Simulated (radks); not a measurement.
Problem. The beryllium ion Be2+, [He]. All-electron calculation, non-relativistic Kohn-Sham, PBE, spin-polarised, spherical densities, point nucleus. Program: a radial shooting solver on a logarithmic mesh with Libxc functionals. Every spin shell is full or empty, so the densities are truly spherical. Functionals are evaluated on that one density, not self-consistently. Rank these orbital-free kinetic functionals by their error against the exact value of the orbitals, and give that value: Thomas-Fermi, von Weizsacker, TF + vW, TF + vW/9, TF + vW/5, LC94, revAPBEK, Perdew 92, Thakkar, DePristo-Kress, Ernzerhof.

Solution. Exact: 13.5758 hartree. From best to worst, with 100 (|E| - |E exact|)/|E exact| (equal figures are ties): von Weizsacker 0.00, LC94 +1.26, Thakkar +1.51, DePristo-Kress +1.67, TF + vW/9 +1.68, Perdew 92 +1.70, revAPBEK +2.03, Ernzerhof +5.30, Thomas-Fermi -9.43, TF + vW/5 +10.57, TF + vW +90.57.
